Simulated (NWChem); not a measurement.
Program: NWChem. System: Br$_{2}$Sn, charge 0, spin multiplicity 1, at a geometry optimised with PBE0/def2-SVP with def2 effective core potentials on Sn. The structure started from a generated list of species. Level: B3LYP/def2-SVPD with def2 effective core potentials on Sn, VWN1-RPA local correlation.

Job file:

```
start mol
memory heap 200 mb stack 900 mb global 1100 mb
geometry units angstroms nocenter noautoz
  Sn     0.000000     0.000000     0.954295
  Br    -1.941774     0.000000    -0.681640
  Br     1.941774     0.000000    -0.681640
  symmetry group C2v
end
basis spherical
  * library def2-svpd
end
ecp
  Sn library def2-ecp
end
dft
  xc b3lyp
  semidirect memsize 60000000 filesize 0
  iterations 100
end
task dft energy
```

Part of the output:

```
             Northwest Computational Chemistry Package (NWChem) 7.3.0
             --------------------------------------------------------

                                NWChem Input Module
                                -------------------

 Scaling coordinates for geometry "geometry" by  1.889725989
 (inverse scale =  0.529177249)

 Turning off AUTOSYM since
 SYMMETRY directive was detected!

                             Geometry "geometry" -> ""
                             -------------------------

 Output coordinates in angstroms (scale by  1.889725989 to convert to a.u.)

  No.       Tag          Charge          X              Y              Z
 ---- ---------------- ---------- -------------- -------------- --------------
    1 Sn                  50.0000     0.00000000     0.00000000     0.95429500
    2 Br                  35.0000    -1.94177400     0.00000000    -0.68164000
    3 Br                  35.0000     1.94177400     0.00000000    -0.68164000

 Effective nuclear repulsion energy (a.u.)     896.3744531145

            Nuclear Dipole moment (a.u.)
            ----------------------------
        X                 Y               Z
 ---------------- ---------------- ----------------
     0.0000000000     0.0000000000    -0.0000944863

      Symmetry information
      --------------------

 Group name             C2v
 Group number             16
 Group order               4
 No. of unique centers     2

      Symmetry unique atoms

     1    2


 Summary of "ao basis" -> "" (spherical)
 ------------------------------------------------------------------------------
       Tag                 Description            Shells   Functions and Types
 ---------------- ------------------------------  ------  ---------------------
 *                         def2-svpd                  on all atoms

                                 NWChem DFT Module
                                 -----------------

 Summary of "ao basis" -> "ao basis" (spherical)
 ------------------------------------------------------------------------------
       Tag                 Description            Shells   Functions and Types
 ---------------- ------------------------------  ------  ---------------------
 Sn                        def2-svpd                12       32   5s4p3d
 Br                        def2-svpd                15       41   6s5p4d

 Summary of "ao basis" -> "ao basis" (spherical)
 ------------------------------------------------------------------------------
       Tag                 Description            Shells   Functions and Types
 ---------------- ------------------------------  ------  ---------------------
 Sn                        def2-svpd                12       32   5s4p3d
 Br                        def2-svpd                15       41   6s5p4d

      Symmetry analysis of basis
      --------------------------

        a1         43
        a2         16
        b1         35
        b2         20

            General Information
            -------------------
          SCF calculation type: DFT
          Wavefunction type:  closed shell.
          No. of atoms     :     3
          No. of electrons :    92
           Alpha electrons :    46
            Beta electrons :    46
          Charge           :     0
          Spin multiplicity:     1
          Use of symmetry is: on ; symmetry adaption is: on
          Maximum number of iterations: 100
          AO basis - number of functions:   114
                     number of shells:    42
          Convergence on energy requested:  1.00D-06
          Convergence on density requested:  1.00D-05
          Convergence on gradient requested:  5.00D-04

              XC Information
              --------------
                         B3LYP Method XC Potential
                     Hartree-Fock (Exact) Exchange  0.200
                        Slater Exchange Functional  0.800 local
                    Becke 1988 Exchange Functional  0.720 non-local
              Lee-Yang-Parr Correlation Functional  0.810
                  VWN I RPA Correlation Functional  0.190 local

             Grid Information
             ----------------
          Grid used for XC integration:  medium
          Radial quadrature: Mura-Knowles
          Angular quadrature: Lebedev.
          Tag              B.-S. Rad. Rad. Pts. Rad. Cut. Ang. Pts.
          ---              ---------- --------- --------- ---------
          Sn                  1.45      123          12.0       590
          Br                  1.15      112          14.0       590
          Grid pruning is: on
          Number of quadrature shells:   235
          Spatial weights used:  Erf1

          Convergence Information
          -----------------------
          Convergence aids based upon iterative change in
          total energy or number of iterations.
          Levelshifting, if invoked, occurs when the
          HOMO/LUMO gap drops below (HL_TOL):  1.00D-02
          DIIS, if invoked, will attempt to extrapolate
          using up to (NFOCK): 10 stored Fock matrices.

                    Damping( 0%)  Levelshifting(0.5)       DIIS
                  --------------- ------------------- ---------------
          dE  on:    start            ASAP                start
          dE off:    2 iters        100 iters           100 iters

      Screening Tolerance Information
      -------------------------------
          Density screening/tol_rho:  1.00D-10
          AO Gaussian exp screening on grid/accAOfunc:  14
          CD Gaussian exp screening on grid/accCDfunc:  20
          XC Gaussian exp screening on grid/accXCfunc:  20
          Schwarz screening/accCoul:  1.00D-08

      Superposition of Atomic Density Guess
      -------------------------------------

 Sum of atomic energies:       -5393.26929054

      Non-variational initial energy
      ------------------------------

 Total energy =   -5357.670632
 1-e energy   =   -8513.801710
 2-e energy   =    2668.251076
 HOMO         =      -0.284963
 LUMO         =      -0.054638

      Symmetry analysis of molecular orbitals - initial
      -------------------------------------------------

  Numbering of irreducible representations:

     1 a1          2 a2          3 b1          4 b2

  Orbital symmetries:

     1 b1          2 a1          3 b1          4 a1          5 a1
     6 b1          7 a1          8 b1          9 b2         10 a2
    11 a1         12 b1         13 a1         14 b1         15 a1
    16 b2         17 b1         18 a2         19 a1         20 b1
    21 a1         22 b2         23 a1         24 b1         25 a1
    26 b2         27 a2         28 b1         29 a1         30 b2
    31 a2         32 b1         33 b1         34 a1         35 a1
    36 a2         37 b2         38 a1         39 b1         40 a1
    41 b1         42 a1         43 b2         44 a2         45 b1
    46 a1         47 b2         48 a1         49 b1         50 a1
    51 a1         52 b2         53 b1         54 a1         55 b1
    56 a2

------------------------------------------------------------
EAF file 0: "./mol.aoints.0" size=524288 bytes
------------------------------------------------------------
               write      read    awrite     aread      wait
               -----      ----    ------     -----      ----
     calls:        1         0         0         0         0
   data(b): 5.24e+05  0.00e+00  0.00e+00  0.00e+00
   time(s): 0.00e+00  0.00e+00  0.00e+00  0.00e+00  0.00e+00
rate(mb/s): 0.00e+00  0.00e+00
------------------------------------------------------------

   convergence    iter        energy       DeltaE   RMS-Dens  Diis-err    time
 ---------------- ----- ----------------- --------- --------- ---------  ------
 d= 0,ls=0.0,diis     1  -5362.1634762951 -5.85D+03  1.92D-02  5.54D-01     3.4
 d= 0,ls=0.0,diis     2  -5362.0141102211  1.49D-01  1.07D-02  1.38D+00     3.6
 d= 0,ls=0.0,diis     3  -5362.2349724052 -2.21D-01  1.99D-03  2.81D-02     3.8
 d= 0,ls=0.0,diis     4  -5362.2400120186 -5.04D-03  4.09D-04  1.09D-03     4.1
 d= 0,ls=0.0,diis     5  -5362.2401782551 -1.66D-04  1.08D-04  1.95D-04     4.3
  Resetting Diis
 d= 0,ls=0.0,diis     6  -5362.2402065810 -2.83D-05  1.24D-05  4.52D-07     4.5
 d= 0,ls=0.0,diis     7  -5362.2402066572 -7.62D-08  3.51D-06  3.60D-08     4.7

         Total DFT energy =    -5362.240206657217
      One electron energy =    -8514.920209714652
           Coulomb energy =     2865.670453341873
    Exchange-Corr. energy =     -200.870452606305
 Nuclear repulsion energy =      487.880002321866

 Numeric. integr. density =       92.000000271261

     Total iterative time =      3.4s

                  Occupations of the irreducible representations
                  ----------------------------------------------

                     irrep           alpha         beta
                     --------     --------     --------
                     a1               18.0         18.0
                     a2                6.0          6.0
                     b1               15.0         15.0
                     b2                7.0          7.0

                       DFT Final Molecular Orbital Analysis
                       ------------------------------------

 Vector   44  Occ=2.000000D+00  E=-2.996878D-01  Symmetry=a2
              MO Center= -6.3D-14,  2.6D-17, -6.4D-01, r^2= 5.2D+00
   Bfn.  Coefficient  Atom+Function         Bfn.  Coefficient  Atom+Function
  ----- ------------  ---------------      ----- ------------  ---------------
    49      0.409021  2 Br py                90     -0.409021  3 Br py
    46      0.379599  2 Br py                87     -0.379599  3 Br py
    43     -0.250641  2 Br py                84      0.250641  3 Br py
    40      0.081430  2 Br py                81     -0.081430  3 Br py
    52      0.059306  2 Br py                93     -0.059306  3 Br py

 Vector   45  Occ=2.000000D+00  E=-2.893520D-01  Symmetry=b1
              MO Center= -2.4D-14, -1.8D-16, -6.2D-01, r^2= 5.4D+00
   Bfn.  Coefficient  Atom+Function         Bfn.  Coefficient  Atom+Function
  ----- ------------  ---------------      ----- ------------  ---------------
    48      0.345122  2 Br px                89      0.345122  3 Br px
    45      0.320818  2 Br px                86      0.320818  3 Br px
    50     -0.236691  2 Br pz                91      0.236691  3 Br pz
    47     -0.222630  2 Br pz                88      0.222630  3 Br pz
    42     -0.210937  2 Br px                83     -0.210937  3 Br px

 Vector   46  Occ=2.000000D+00  E=-2.795367D-01  Symmetry=a1
              MO Center= -1.4D-14, -2.0D-15,  2.8D-02, r^2= 5.5D+00
   Bfn.  Coefficient  Atom+Function         Bfn.  Coefficient  Atom+Function
  ----- ------------  ---------------      ----- ------------  ---------------
     3      0.401008  1 Sn s                 50     -0.360024  2 Br pz
    91     -0.360024  3 Br pz                47     -0.325734  2 Br pz
    88     -0.325734  3 Br pz                 4      0.268352  1 Sn s
    14      0.245653  1 Sn pz                44      0.214151  2 Br pz
    85      0.214151  3 Br pz                 2     -0.154886  1 Sn s

 Vector   47  Occ=0.000000D+00  E=-1.298005D-01  Symmetry=b2
              MO Center=  1.8D-14,  4.9D-15,  8.2D-01, r^2= 4.0D+00
   Bfn.  Coefficient  Atom+Function         Bfn.  Coefficient  Atom+Function
  ----- ------------  ---------------      ----- ------------  ---------------
    13      0.579018  1 Sn py                16      0.527534  1 Sn py
    49     -0.204794  2 Br py                90     -0.204794  3 Br py
    10     -0.176531  1 Sn py                 7     -0.164356  1 Sn py
    46     -0.161464  2 Br py                87     -0.161464  3 Br py
    43      0.104155  2 Br py                84      0.104155  3 Br py

 Vector   48  Occ=0.000000D+00  E=-5.501739D-02  Symmetry=a1
              MO Center=  4.5D-14, -3.8D-15,  7.9D-01, r^2= 6.5D+00
   Bfn.  Coefficient  Atom+Function         Bfn.  Coefficient  Atom+Function
  ----- ------------  ---------------      ----- ------------  ---------------
     5      0.582468  1 Sn s                 14      0.479547  1 Sn pz
    17      0.472685  1 Sn pz                 4     -0.467742  1 Sn s
     3     -0.411195  1 Sn s                 48      0.269284  2 Br px
    89     -0.269284  3 Br px                38     -0.238633  2 Br s
    79     -0.238633  3 Br s                 37      0.223923  2 Br s

 Vector   49  Occ=0.000000D+00  E=-5.003019D-02  Symmetry=b1
              MO Center=  4.7D-15, -1.2D-15,  8.8D-01, r^2= 6.1D+00
   Bfn.  Coefficient  Atom+Function         Bfn.  Coefficient  Atom+Function
  ----- ------------  ---------------      ----- ------------  ---------------
    12      0.515123  1 Sn px                15      0.511034  1 Sn px
    31     -0.259467  1 Sn d  1              50      0.239718  2 Br pz
    91     -0.239718  3 Br pz                38     -0.223567  2 Br s
    79      0.223567  3 Br s                 37      0.185914  2 Br s
    78     -0.185914  3 Br s                 47      0.169182  2 Br pz

 center of mass
 --------------
 x =   0.00000000 y =   0.00000000 z =   0.02425331

 moments of inertia (a.u.)
 ------------------
         648.464709636199           0.000000000000           0.000000000000
           0.000000000000        2800.559944769174           0.000000000000
           0.000000000000           0.000000000000        2152.095235132975

     Multipole analysis of the density
     ---------------------------------

     L   x y z        total         alpha         beta         nuclear
     -   - - -        -----         -----         ----         -------
     0   0 0 0     -0.000000    -46.000000    -46.000000     92.000000

     1   1 0 0     -0.000000     -0.000000     -0.000000      0.000000
     1   0 1 0     -0.000000     -0.000000     -0.000000      0.000000
     1   0 0 1      1.239030     25.866547     25.866547    -50.494064

     2   2 0 0    -50.740389   -496.632907   -496.632907    942.525426
     2   1 1 0     -0.000000     -0.000000     -0.000000      0.000000
     2   1 0 1     -0.000000     -0.000000     -0.000000      0.000000
     2   0 2 0    -44.000355    -22.000177    -22.000177      0.000000
     2   0 1 1     -0.000000     -0.000000     -0.000000      0.000000
     2   0 0 2    -44.400759   -116.046616   -116.046616    187.692473

 Task  times  cpu:        4.7s     wall:        4.7s

 Total times  cpu:        4.7s     wall:        4.7s
```
